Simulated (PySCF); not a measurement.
Can point charges reproduce the dipole moment of `n1(c([SiH3])nnc1C#C)C`?

Coordinates (GFN2-xTB, Å) and charges (e) from the PBE0/pcSseg-1 density (PySCF):

```json
{"atom": "C1", "x": "3.598", "y": "-0.801", "z": "0.006", "Mulliken": "-0.2974", "IAO": "-0.1995", "Hirshfeld": "-0.0774", "ESP-fitted": "-0.1102"}
{"atom": "C2", "x": "2.413", "y": "-0.918", "z": "-0.153", "Mulliken": "+0.4181", "IAO": "-0.0391", "Hirshfeld": "-0.0429", "ESP-fitted": "-0.5162"}
{"atom": "C3", "x": "1.024", "y": "-1.030", "z": "-0.319", "Mulliken": "+0.2201", "IAO": "+0.1463", "Hirshfeld": "+0.0825", "ESP-fitted": "+0.8727"}
{"atom": "N4", "x": "0.373", "y": "-2.076", "z": "-0.775", "Mulliken": "-0.2562", "IAO": "-0.2000", "Hirshfeld": "-0.1482", "ESP-fitted": "-0.4185"}
{"atom": "N5", "x": "-0.924", "y": "-1.781", "z": "-0.768", "Mulliken": "-0.2478", "IAO": "-0.2032", "Hirshfeld": "-0.1504", "ESP-fitted": "-0.3382"}
{"atom": "C6", "x": "-1.086", "y": "-0.562", "z": "-0.312", "Mulliken": "+0.0703", "IAO": "-0.1170", "Hirshfeld": "-0.0173", "ESP-fitted": "+0.1600"}
{"atom": "Si7", "x": "-2.741", "y": "0.285", "z": "-0.104", "Mulliken": "+0.5111", "IAO": "+0.6094", "Hirshfeld": "+0.3263", "ESP-fitted": "+0.3550"}
{"atom": "N8", "x": "0.137", "y": "-0.034", "z": "-0.008", "Mulliken": "-0.6549", "IAO": "-0.0749", "Hirshfeld": "-0.0025", "ESP-fitted": "-0.1100"}
{"atom": "C9", "x": "0.425", "y": "1.273", "z": "0.503", "Mulliken": "-0.0508", "IAO": "-0.3175", "Hirshfeld": "-0.0472", "ESP-fitted": "-0.4395"}
{"atom": "H10", "x": "4.636", "y": "-0.726", "z": "0.132", "Mulliken": "+0.0582", "IAO": "+0.2111", "Hirshfeld": "+0.1016", "ESP-fitted": "+0.2458"}
{"atom": "H11", "x": "-3.784", "y": "-0.615", "z": "-0.564", "Mulliken": "-0.0468", "IAO": "-0.0822", "Hirshfeld": "-0.0513", "ESP-fitted": "-0.0521"}
{"atom": "H12", "x": "-2.698", "y": "1.537", "z": "-0.872", "Mulliken": "-0.0810", "IAO": "-0.1182", "Hirshfeld": "-0.0737", "ESP-fitted": "-0.0891"}
{"atom": "H13", "x": "-2.884", "y": "0.625", "z": "1.318", "Mulliken": "-0.0793", "IAO": "-0.1182", "Hirshfeld": "-0.0735", "ESP-fitted": "-0.0892"}
{"atom": "H14", "x": "-0.171", "y": "1.466", "z": "1.396", "Mulliken": "+0.1429", "IAO": "+0.1635", "Hirshfeld": "+0.0590", "ESP-fitted": "+0.1659"}
{"atom": "H15", "x": "1.484", "y": "1.331", "z": "0.752", "Mulliken": "+0.1515", "IAO": "+0.1762", "Hirshfeld": "+0.0571", "ESP-fitted": "+0.1960"}
{"atom": "H16", "x": "0.190", "y": "2.035", "z": "-0.245", "Mulliken": "+0.1420", "IAO": "+0.1632", "Hirshfeld": "+0.0583", "ESP-fitted": "+0.1678"}
```

Question: Form Σ q r in debye for every column and set it beside the full dipole.

Answer: The full density gives (0.90, 5.29, 2.10) D, 5.76 D in size; dipole vectors point from the negative to the positive end.

```tsv
scheme	μx	μy	μz	size (D)	share of the full size (%)	angle to the full dipole (°)
Mulliken	-0.81	5.65	2.10	6.08	106	17
IAO	-0.11	5.32	2.05	5.70	99	10
Hirshfeld	0.25	3.43	1.34	3.69	64	5
ESP-fitted	0.90	5.26	2.10	5.74	100	0
```

Question: Which set comes closest?

Answer: Length of the difference vector: ESP-fitted 0.02 D, IAO 1.01 D, Mulliken 1.75 D, Hirshfeld 2.11 D. Closest: ESP-fitted. The schemes that divide the density aren't constrained to reproduce the dipole.

Question: What is left for the Hirshfeld atoms' own dipoles?

Answer: The shares of the density sum to the whole, so what Σ q r misses lies in dipoles about the nuclei. The atomic dipoles sum to (0.90, 5.29, 2.10) − (0.25, 3.43, 1.34) = (0.65, 1.86, 0.76) D, 2.11 D in size.

Question: With the origin at the mean of the coordinates, (0.000, 0.001, -0.001) Å, which are the largest single terms, by size, of the IAO dipole along the direction of the full one?

Answer: C9 -2.16, N4 +2.05, N5 +2.01, H15 +1.46, H14 +1.44 D; all 16 atoms together +5.61 D. The single terms depend on the origin, their sum doesn't.

Question: Give the size of the full dipole in other units.

Answer: 5.76 D = 2.265 au = 1.199 e·Å = 19.21 × 10⁻³⁰ C·m.

Geometry: GFN2-xTB; no solvent, vibrations or thermal averaging.

The run behind these numbers computed NMR shieldings as well. Time: 37 s of wall time (with the writing of density and orbital grids); peak memory 0.90 GiB. Hardware: one thread of an Arm Neoverse V1, shared host.
